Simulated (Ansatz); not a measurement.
Start from `N[SiH2][S][AlH2]` and change one atom or group to get `C=C[SiH2][S][AlH2]`.

Ansatz, PBE0-D4/def2-TZVP geometries, multiplicity 1. Each molecule was computed in one conformer, which needn't be the lowest.

```tsv
property	`N[SiH2][S][AlH2]`
HOMO energy (PBE/def2-TZVPP) / eV	-6.18
HOMO–LUMO gap (B3LYP/def2-TZVPP) / eV	5.54
HOMO energy (B3LYP/def2-TZVPP) / eV	-7.19
size of the dipole moment (PBE/def2-TZVPP) / D	1.74
LUMO energy (PBE0/def2-TZVPP) / eV	-1.47
HOMO energy (ωB97M-V/def2-TZVPP) / eV	-9.64
```

What does the change do to each property? (An estimate is asked.)

The calculation gave: 
| property | `C=C[SiH2][S][AlH2]` | shift |
| --- | --- | --- |
| HOMO energy (PBE/def2-TZVPP) / eV | -6.61 | -0.43 |
| HOMO–LUMO gap (B3LYP/def2-TZVPP) / eV | 5.84 | 0.30 |
| HOMO energy (B3LYP/def2-TZVPP) / eV | -7.49 | -0.30 |
| size of the dipole moment (PBE/def2-TZVPP) / D | 1.30 | -0.44 |
| LUMO energy (PBE0/def2-TZVPP) / eV | -1.48 | -0.01 |
| HOMO energy (ωB97M-V/def2-TZVPP) / eV | -9.90 | -0.26 |

Dipoles are sizes alone; their direction can turn.

B3LYP here is the variant with VWN-RPA as its local correlation; programs differ in this.
